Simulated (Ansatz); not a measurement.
`C[SiH](F)S[SiH3]` + `[NH2][SbH2]` → `[SiH3][NH][SbH2]` + `C[SiH](F)S` at 600 K and 1 bar (ligand exchange at the Si–S bond).

Computed with Ansatz on PBE0-D4/def2-TZVP structures; ΔE is electronic, products minus reactants. CCSD(T)/CBS is the MP2 limit (def2-TZVPP, def2-QZVPP) plus CCSD(T) − MP2 in def2-TZVPP, frozen cores. Elements past krypton have def2 core potentials. For Sb outer-core shells are correlated without core-valence functions, which leaves a few kJ/mol of doubt a bond. One conformer a species, not always the lowest.

```tsv
species	CCSD(T)/CBS energy (Eh)	H − E (kJ/mol)	S (J/(mol·K))
`C[SiH](F)S[SiH3]`	-1118.12297	274.8	500.2
`[NH2][SbH2]`	-297.10356	138.6	330.5
`[SiH3][NH][SbH2]`	-587.40566	197.8	423.5
`C[SiH](F)S`	-827.81979	208.6	412.0
```

H − E and S are ideal-gas, rigid-rotor, harmonic terms from PBE0-D4/def2-TZVP, for one conformer and one mirror image of each species. 1 Eh = 2625.50 kJ/mol, R = 8.31446 J/(mol·K).

Question: By hand: ΔE, ΔH, ΔS and ΔG.

Answer: ΔE = (-587.40566) + (-827.81979) − (-1118.12297) − (-297.10356) = 0.00108 Eh = 2.8 kJ/mol. Δ(H − E) = 197.8 + 208.6 − 274.8 − 138.6 = -7.0, so ΔH = -4.2 kJ/mol. ΔS = 423.5 + 412.0 − 500.2 − 330.5 = 4.8 J/(mol·K). ΔG = -4.2 − 600 × (4.8)/1000 = -7.1 kJ/mol.

Question: By hand: the equilibrium constant, and the temperature at which ΔG would vanish if ΔH and ΔS stayed fixed.

Answer: log₁₀ K = −ΔG/(RT ln 10) = 0.6. ΔH and −TΔS have one sign here, so there is no such temperature. One of them is within its doubt of zero, so this could turn.

TΔS isn't small against ΔH here. A doubt of 5 kJ/mol in ΔE shifts log₁₀ K by 0.4 here. Other conformers and mirror images would add mixing entropy, several J/(mol·K) or more a flexible species. Modes under 60 cm⁻¹, often nearly free rotors, make the harmonic entropy too high. These are equilibria of isolated gas molecules and say nothing of rates. Largest T1 diagnostic: 0.013 (customary marks: 0.02 for closed shells, 0.045 for open ones).
